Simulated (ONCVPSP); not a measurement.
## phosphorus (P): one change to an ONCV potential, before and after

phosphorus, optimised norm-conserving Vanderbilt (ONCV), made with ONCVPSP 4.0.1 (PBE, scalar-relativistic). Core [Ne], reference 3s2 3p3. Waves: 3s: rc 1.35 bohr, ncon 4, nbas 7, qcut 6.2 1/bohr, 2 projectors, debl 0.9 Ha; 3p: rc 1.20 bohr, ncon 4, nbas 8, qcut 8 1/bohr, local; d scattering state at 0.09 Ha: rc 1.20 bohr, ncon 5, nbas 8, qcut 7.4 1/bohr, 2 projectors, debl 2.5 Ha. Local part: the p channel. Core correction: polynomial model core, fcfact 0.5.

Change: p: nproj 1; local potential polynomial inside 0.85 bohr (lpopt 5, dvloc0 -1 Ha).

Cutoffs: the cutoffs (Ha) at which the residual kinetic energy of the hardest occupied pseudo-wave falls to 1 and 0.1 mHa per electron; they do not see the model core or the augmentation charge, which bear on the density cutoff. Errors are all-electron minus pseudo energies relative to the spin-unpolarised reference configuration.

**Question.** Predict the effect on cutoff, ghosts and configuration errors.

**Answer.** The potential gets neither clearly harder nor softer (31 Ha and 128 Ha → 31 Ha and 128 Ha); both files keep a bound ghost (s); of the 4 tests that both files solve, the error grows in 3 and shrinks in 0 by more than 15 % and 0.3 meV (median size 8.3 → 10.7 meV).

```tsv
quantity	base	changed
cutoff, loose	31 Ha	31 Ha
cutoff, tight	128 Ha	128 Ha
bound ghosts	s	s
GHOST(+) flags under 300 eV	none	none
error for 3s2 3p2, meV [ΔE 9.73 eV]	+2.7	+3.7
error for 3s2 3p1, meV [ΔE 28.88 eV]	+14	+18
error for 3s2 3p0, meV [ΔE 58.62 eV]	+25	+26
error for 3s1 3p4, meV [ΔE 8.53 eV]	+1.8	+2.2
s: phases at 1.37 bohr within 0.05 rad from the reference energy up to (Ha; the scan ends near 5)	to the end of the scan	to the end of the scan
p: phases at 1.22 bohr within 0.05 rad from the reference energy up to (Ha; the scan ends near 5)	0.6	0.5
d: phases at 1.22 bohr within 0.05 rad from the reference energy up to (Ha; the scan ends near 5)	to the end of the scan	to the end of the scan
rms error of d²Exc/dni dnj with the model core, mHa	0.29	0.29
```

 A true bound ghost makes a file unfit for plane-wave use even where its test errors are small: the radial tests pick states by their node count and pass the ghost by.
